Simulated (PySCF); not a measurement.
H6OSi2Te.
SMILES with atom numbers: `[SiH3:1][O:2][SiH2:3][TeH:4]` (hydrogens: H5, H6, H7 on Si1; H8, H9 on Si3; H10 on Te4)

Computed by this run: PBE0-D3(BJ)/def2-SVP geometry optimisation, gas phase, def2 core potentials past Kr (PySCF 2.14.0); density fitting, grid level 1; the optimiser is geomeTRIC in internal coordinates, started from a GFN2-xTB structure with every atom displaced at random (about 0.01 Å).

Step 10: E = -25180.2836 eV
```
atom  x, y, z in Å  |  force x, y, z in eV/Å
Si1    -1.3687    1.1577    0.2600    0.086  -0.602  -0.383
O2     -0.8920   -0.2906   -0.4713    0.258   0.281   0.280
Si3     0.4852   -1.2336   -0.5965   -0.472   0.575   0.245
Te4     2.5395    0.1980   -0.3287    0.052   0.001  -0.195
H5     -2.7406    1.4560   -0.2381   -0.014  -0.028   0.056
H6     -0.4639    2.2740   -0.1306    0.055   0.009   0.022
H7     -1.3763    0.9935    1.7407    0.004   0.037   0.059
H8      0.3719   -1.8779   -1.9264    0.202  -0.097  -0.038
H9      0.6042   -2.1972    0.5323   -0.111  -0.129  -0.065
H10     2.8916   -0.5007    1.1375   -0.060  -0.046   0.019
```

Step 11: E = -25180.2967 eV
```
atom  x, y, z in Å  |  force x, y, z in eV/Å
Si1    -1.4209    1.1749    0.2543    0.123  -0.448  -0.246
O2     -0.8684   -0.2577   -0.4333    0.148   0.188   0.140
Si3     0.4975   -1.2065   -0.5455   -0.350   0.420   0.157
Te4     2.5462    0.2334   -0.3054    0.053  -0.010  -0.093
H5     -2.7661    1.4479   -0.3239   -0.011  -0.022   0.037
H6     -0.5079    2.3039   -0.0830    0.036   0.006   0.018
H7     -1.5160    1.0210    1.7341   -0.003   0.030   0.035
H8      0.4224   -1.8715   -1.8701    0.084  -0.064  -0.011
H9      0.5797   -2.1750    0.5834   -0.038  -0.092  -0.052
H10     3.0843   -0.6910    0.9683   -0.042  -0.007   0.017
```

Step 12: E = -25180.3174 eV
```
atom  x, y, z in Å  |  force x, y, z in eV/Å
Si1    -1.3896    1.1695    0.2552    0.105  -0.346  -0.200
O2     -0.8637   -0.2601   -0.4516    0.101   0.146   0.115
Si3     0.4946   -1.2120   -0.5810   -0.254   0.317   0.120
Te4     2.5798    0.1659   -0.3231    0.052  -0.022  -0.056
H5     -2.7890    1.3936   -0.2016   -0.013  -0.016   0.033
H6     -0.5397    2.3132   -0.1849    0.019  -0.002   0.021
H7     -1.3469    1.0488    1.7420   -0.002   0.025   0.016
H8      0.4434   -1.8437   -1.9236    0.053  -0.046  -0.007
H9      0.5514   -2.2104    0.5233   -0.036  -0.070  -0.051
H10     2.9106   -0.5854    1.1240   -0.026   0.015   0.009
```

**Question.** Estimate the geometry and energy of step 13. (The exact step hangs on the optimiser's Hessian estimate; all steps are aligned on step 12, rigid shifts and turns removed.)

**Answer.** E = -25180.3465 eV, largest force 0.128 eV/Å
```
atom  x, y, z in Å  |  force x, y, z in eV/Å
Si1    -1.3028    1.1532    0.2564   -0.032  -0.027  -0.034
O2     -0.8413   -0.2625   -0.4960    0.049   0.105   0.055
Si3     0.4856   -1.2386   -0.6462    0.081  -0.063   0.022
Te4     2.6795   -0.0758   -0.2713   -0.109   0.022  -0.045
H5     -2.7820    1.2578    0.1230    0.001   0.012   0.008
H6     -0.6508    2.3272   -0.3919    0.003   0.001   0.003
H7     -0.9318    1.1193    1.7040    0.009  -0.001  -0.010
H8      0.5283   -1.7634   -2.0358    0.007  -0.023  -0.012
H9      0.4116   -2.3290    0.3656   -0.037  -0.032  -0.033
H10     2.4545   -0.2088    1.3711    0.028   0.007   0.048
```

The energy changes by -0.0291 eV. The first-order estimate −F·Δx gives -0.0544 eV and the mean of the old and new forces, exact on a quadratic surface, -0.0257 eV. The step makes an angle of 85° with the force vector and moves no atom by more than 0.641 Å.

The cost below is that of the whole optimisation. On one thread of an Arm Neoverse V2 (shared host), this took 2.3 min wall and 0.46 GiB of memory at its peak.
